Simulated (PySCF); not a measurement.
Computed with PySCF, B3LYP, basis W def2-SVPD with ECP60, N def2-SVPD (scalar-relativistic core potentials, no spin–orbit coupling, density fitting). Open shells, if any, are unrestricted.

What shape and geometry does isolated doublet WN₂⁻ take (every ligand bound to W)?

Formally W is in oxidation state +5, d1, with 1 unpaired electron. The Mulliken spin on W is -0.31, so most of the spin sits on the ligands and the formal count fails. The polar-tensor charge on W, 0.00, is far below the formal one. The lowest minimum found is a doublet of C2v symmetry with W–N 1.736 Å (×2); N–W–N 99.0°. Its harmonic wavenumbers are 332 (a1), 769 (b2), 1029 (a1) cm⁻¹ and its dipole moment is 2.74 D about the centre of mass.

Only a few start shapes were tried, so a lower isomer may exist. Other spin states or occupations of the open shell can lie lower. The lowest empty level of this anion is unbound, so it and the gap depend on the basis. Spin–orbit coupling, left out here, can matter for elements this heavy.
